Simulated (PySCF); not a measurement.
SMILES S(/C=C\SC)C (GFN2-xTB optimised geometry):

```
14

C      2.094     1.501     0.073
S      3.009    -0.065     0.005
C      1.804    -1.328     0.000
C      0.473    -1.328     0.000
S     -0.655     0.025     0.000
C     -2.212    -0.902     0.091
H      1.459     1.595    -0.801
H      1.509     1.545     0.984
H      2.850     2.281     0.073
H      2.313    -2.281    -0.009
H     -0.039    -2.278    -0.006
H     -2.307    -1.545    -0.780
H     -2.238    -1.485     1.008
H     -3.009    -0.166     0.097
```

Calculation: PySCF with PBE0/def2-TZVP.

Task: What are the frontier orbital energies and the dipole moment?

Result: HOMO-2 -8.62 eV, HOMO-1 -7.44 eV, HOMO -5.44 eV, LUMO 0.17 eV, LUMO+1 0.78 eV; dipole moment 1.91 D.

On the same geometry PySCF 2.14.0 with PBE/def2-TZVP gives HOMO-2 -7.35 eV, HOMO-1 -6.20 eV, HOMO -4.41 eV, LUMO -0.71 eV, LUMO+1 -0.19 eV; dipole moment 1.81 D.

Meta-Löwdin charges at PBE0/def2-TZVP: C1 -0.42, S2 0.13, C3 -0.25, C4 -0.26, S5 0.10, C6 -0.41, H7 0.14, H8 0.14, H9 0.14, H10 0.15, H11 0.13, H12 0.13, H13 0.13, H14 0.14.
